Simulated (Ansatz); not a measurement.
`C=C[SiH](O)[SiH2]O` + H₂Te → `O[SiH2][TeH]` + `C=C[SiH2]O`  (cleavage of the Si–Si bond)

Program: Ansatz. Geometries: PBE0-D4/def2-TZVP. ΔE: electronic, gas phase. CCSD(T)/CBS adds triple-zeta CCSD(T) − MP2 to the extrapolated MP2 energy (def2 sets, frozen cores). def2 core potentials past Kr. For Te outer-core shells are correlated without core-valence functions, which leaves a few kJ/mol of doubt a bond. One conformer a species, not always the lowest.

```csv
species,CCSD(T)/CBS(def2) energy (Eh)
`C=C[SiH](O)[SiH2]O`,-809.49342
H₂Te,-268.91024
`O[SiH2][TeH]`,-634.44375
`C=C[SiH2]O`,-443.99110
```

Work out ΔE.

ΔE = (-634.44375) + (-443.99110) − (-809.49342) − (-268.91024) = -0.03119 Eh = -0.85 eV.

Largest T1 diagnostic among the species: 0.012.

The D4 term adds +0.04 eV with B3LYP and +0.03 eV with PBE0; it sums over pairs of atoms, weighted by their polarisabilities, and B3LYP, whose exchange is more repulsive, gets the larger term. From PBE to PBE0 (25 % exact exchange), in def2-TZVPP and without D4, ΔE moves by −0.04 eV.

B3LYP here is the variant with VWN-RPA as its local correlation; programs differ in this.
